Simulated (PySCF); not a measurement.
## Magnetic susceptibility: `[H]/N=C\C(=C)[SiH](Cl)Cl`, C₃H₅Cl₂NSi

Cartesian coordinates in Å; atom numbers follow the order of the lines, from 1:
```xyz
12

C    -0.045    1.751   -0.006
C    -0.170    0.422    0.031
C    -1.521   -0.154    0.063
N    -1.868   -1.362    0.073
Si    1.335   -0.738    0.043
Cl    3.014    0.374    0.174
Cl    1.383   -1.812   -1.669
H    -0.907    2.400   -0.013
H     0.916    2.238   -0.033
H    -2.333    0.570    0.081
H    -1.109   -2.041    0.048
H     1.307   -1.648    1.183
```

Computed, not measured: GIAO wB97X-D/ANO-RCC-VDZP magnetisability, rotational g tensor and spin-rotation constants, non-relativistic, gas phase (PySCF 2.14.0). Geometry: GFN2-xTB.

(1) How diamagnetic is it, and how anisotropic?

(2) Split it along the inertial axes a, b, c into diamagnetic and paramagnetic parts about the centre of mass, with the quadrupole moment.

(3) And the rotational g tensor?

Results:

(1) Isotropic -1320 × 10⁻³⁰ J/T², or -79.5 × 10⁻⁶ cm³/mol; principal values -1570, -1252, -1139 × 10⁻³⁰ J/T², anisotropy 387 × 10⁻³⁰ J/T² (root of half the summed squared differences of the principal values). The susceptibility is in cgs units.

(2) 
| axis | χ (10⁻⁶ cm³/mol) | diamagnetic (10⁻⁶ cm³/mol) | paramagnetic (10⁻⁶ cm³/mol) | summed x² of all electrons (Å²) | quadrupole Θ (D Å) |
| --- | --- | --- | --- | --- | --- |
| a | -74.3 | -728.4 | 654.1 | 217.3 | -11.47 |
| b | -76.9 | -1071.1 | 994.2 | 136.6 | +7.90 |
| c | -87.3 | -1501.4 | 1414.2 | 35.1 | +3.57 |

Anisotropies 2χaa − χbb − χcc = +15.5 and 2χbb − χaa − χcc = +7.8 × 10⁻⁶ cm³/mol. Θ is traceless in Buckingham's convention.

(3) 
```
axis  rotational constant (GHz)        g  nuclear part  electronic part
   a                     1.8430  -0.0278        0.5385          -0.5663
   b                     1.1768  -0.0226        0.5270          -0.5496
   c                     0.8040  -0.0106        0.5235          -0.5341
```
Asymmetric top; isotopes 12C, 35Cl, 1H, 14N, 28Si; no vibrational averaging.
